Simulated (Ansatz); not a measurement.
One change: `C[Si](O)(F)F` becomes `C[Si](F)(F)[SiH3]`.

Ansatz, PBE0-D4/def2-TZVP geometries, multiplicity 1. Each molecule was computed in one conformer, which needn't be the lowest.

```tsv
property	`C[Si](O)(F)F`
HOMO–LUMO gap (PBE/def2-TZVPP) / eV	7.98
LUMO energy (B3LYP/def2-TZVPP) / eV	0.28
ideal-gas entropy at 298 K and 1 bar (rigid rotor, harmonic PBE0-D4/def2-TZVP) / J/(mol·K)	334
HOMO energy (PBE/def2-TZVPP) / eV	-8.18
HOMO energy (B3LYP/def2-TZVPP) / eV	-9.74
HOMO–LUMO gap (ωB97M-V/def2-TZVPP) / eV	14.49
```

(1) What does the change do to each property? (An estimate is asked.)

Answers

(1) Ansatz gave: 
```tsv
property	`C[Si](F)(F)[SiH3]`	shift
HOMO–LUMO gap (PBE/def2-TZVPP) / eV	6.16	-1.82
LUMO energy (B3LYP/def2-TZVPP) / eV	-0.22	-0.50
ideal-gas entropy at 298 K and 1 bar (rigid rotor, harmonic PBE0-D4/def2-TZVP) / J/(mol·K)	370	36
HOMO energy (PBE/def2-TZVPP) / eV	-7.04	1.14
HOMO energy (B3LYP/def2-TZVPP) / eV	-8.09	1.65
HOMO–LUMO gap (ωB97M-V/def2-TZVPP) / eV	12.07	-2.42
```

With PBE0 the HOMO rises by 1.74 eV and the LUMO falls by 0.72 eV, so the gap narrows by about 2.46 eV. PBE moves the HOMO by 1.14 eV and ωB97M-V by 2.02 eV. The zero-point energy changes by 27.2 kJ/mol with +6 modes.

B3LYP here is the variant with VWN-RPA as its local correlation; programs differ in this.
